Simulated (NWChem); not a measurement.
System: SiNH₃Cl₂; SMILES N[SiH](Cl)Cl

```xyz
7

Si     0.3422     0.4860     0.0000
N      1.9201    -0.1558     0.0000
Cl    -0.6280    -0.1640    -1.7018
Cl    -0.6280    -0.1640     1.7018
H      0.2332     1.9618     0.0000
H      2.3350    -0.5306    -0.8443
H      2.3350    -0.5306     0.8443
```
Atoms are numbered in this order, from 1.

This is a stationary point of PBE0/def2-SVP (NWChem), point group Cs. 

Task: Is it a minimum? If not, what does it relax to?

Result: No. It has an imaginary frequency of 134i cm⁻¹. Following that mode (on a finer grid) lowers the energy by 0.8 kcal/mol and ends, with real frequencies alone, at point group C1:
```xyz
7

Si     0.3041     0.4375    -0.0057
N      1.8863    -0.1791     0.1287
Cl    -0.8036    -0.3412    -1.5743
Cl    -0.7033    -0.0493     1.7206
H      0.3535     1.9031    -0.1997
H      2.6101     0.1365    -0.5078
H      2.0474    -1.1300     0.4423
```
